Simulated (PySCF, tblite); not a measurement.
## silanol and 2 × ammonia

A gas-phase complex of silanol and 2 × ammonia; neutral, singlet. The structure comes from a short search (6 tight-binding starts) and was relaxed by PBE0-D3(BJ)/def2-SVPD; another way of binding may lie lower. No frequency run checks that it is a minimum.

Parts: 1 = silanol (O[SiH3]), atoms 1–6; 2 = ammonia (N), atoms 7–10; 3 = ammonia (N), atoms 11–14.

```xyz
14

O     0.813   -0.060    0.077
Si   -0.819    0.224    0.225
H     1.163   -0.963    0.317
H    -1.057    1.630   -0.207
H    -1.299    0.049    1.632
H    -1.621   -0.694   -0.647
N     1.988   -2.488    0.362
H     2.303   -2.423   -0.613
H     2.809   -2.502    0.959
H     1.499   -3.369    0.489
N     2.304   -1.201   -2.371
H     1.848   -0.505   -1.779
H     3.104   -0.756   -2.812
H     1.650   -1.437   -3.112
```
Atoms count from 1 in this order.

Contacts between parts, classed by geometry: H3···N7 1.734 Å (hydrogen bond, 166°); H8···N11 2.142 Å (hydrogen bond, 145°); H12···O1 2.171 Å (hydrogen bond, 148°).

Interaction energies are complex less parts, with the parts frozen as they stand in it; counterpoise-corrected, in kcal/mol (PySCF).

**Question.** Give the interaction energy at each level run.

**Answer.** 
| level | interaction | superposition error removed |
| --- | --- | --- |
| wB97M-D3(BJ)/def2-TZVPD | -16.27 | -0.48 |
| PBE0-D3(BJ)/def2-TZVPD | -17.82 | -0.44 |
| RI-MP2/def2-TZVPD | -15.02 | -1.94 |

**Question.** What holds them together? Decompose the wB97M-D3(BJ)/def2-TZVPD energy: frozen parts, their antisymmetrised product, then relaxation.

**Answer.** electrostatic -31.3, Pauli repulsion +33.8, orbital relaxation -16.3, dispersion correction -3.0 kcal/mol, which sum to the value before the counterpoise correction; the Pauli term holds the exchange-correlation of the frozen density too. Of the attraction, 62 % is electrostatic, 32 % is orbital relaxation, 6 % is dispersion correction.

**Question.** Are the pair energies additive?

**Answer.** The pairs sum to -14.15 kcal/mol (1–2 -8.5, 1–3 -2.8, 2–3 -2.9); the rest of -2.12 is a many-body strengthening.

The parts were also relaxed and run alone, at the levels used for the complex: shieldings by PBE0/pcSseg-2; core levels by delta-SCF with SCAN, pcX-2 on the ionised atom and pcseg-1 elsewhere, spin-free X2C.

Values alone: O1–H3 bond (Å): 0.959; shielding of H3 (ppm): 31.08; shielding of N7 (ppm): 262.5; shielding of H8 (ppm): 31.49; shielding of N11 (ppm): 262.5; O1 1s core level (eV): 538.74; N7 1s core level (eV): 405.54; N11 1s core level (eV): 405.54.

**Question.** How do these values change when the complex forms?

**Answer.** 
```
              property   alone  in the complex  change
        O1–H3 bond (Å)   0.959           0.998  +0.039
 shielding of H3 (ppm)   31.08           22.19   -8.88
 shielding of N7 (ppm)   262.5           244.0   -18.5
 shielding of H8 (ppm)   31.49           27.01   -4.48
shielding of N11 (ppm)   262.5           252.9    -9.6
 O1 1s core level (eV)  538.74          537.13   -1.61
 N7 1s core level (eV)  405.54          405.41   -0.13
N11 1s core level (eV)  405.54          405.20   -0.35
```

Density functionals tend to overstate the lengthening and the red shift of so strongly bound an X–H bond.
